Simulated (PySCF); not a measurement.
Species: C5H8FP.
Cartesian coordinates in Å at the GFN2-xTB level; atoms count from 1:
```xyz
15
C5H8FP angstrom
C     -2.3725    0.7676   -0.1868
C     -1.8464   -0.2709   -0.8098
C     -1.0081   -1.3063   -0.1393
P      0.7595   -1.2411   -0.7756
C      1.3636    0.0603    0.0994
C      2.7540    0.5777   -0.0032
F      0.6116    0.7413    0.9984
H     -2.2262    0.9251    0.8687
H     -2.9678    1.5001   -0.7047
H     -1.9942   -0.4090   -1.8737
H     -1.0038   -1.1699    0.9434
H     -1.3811   -2.3080   -0.3745
H      3.2297    0.5795    0.9786
H      3.3279   -0.0440   -0.6848
H      2.7496    1.6058   -0.3693
```

Mayer bond orders were computed from the PBE0/pcSseg-1 density (PySCF). One conformer (not necessarily the lowest) at the GFN2-xTB geometry, without solvent, vibrations or thermal averaging.

Question: Rank these bonds by Mayer order, highest first.
A. C2–C3
B. C1–C2
C. P4–C5
D. C3–P4

Answer: B (1.98), C (1.72), A (1.01), D (0.94).

Q: Set the orders of all bonds between heavy atoms beside their lengths and the difference of the Mulliken charges at their ends.

A: 
```csv
bond,Mayer order,length (Å),q(first) − q(second) (e)
C1–C2,1.980,1.320,+0.087
P4–C5,1.716,1.681,+0.307
C5–C6,1.061,1.487,+0.174
C2–C3,1.013,1.491,+0.189
C3–P4,0.935,1.880,-0.667
C5–F7,0.910,1.355,+0.210
```

For a closed shell the Mayer order of atoms A and B is Σ (PS)μν (PS)νμ over the basis functions μ on A and ν on B, with P the density and S the overlap matrix.
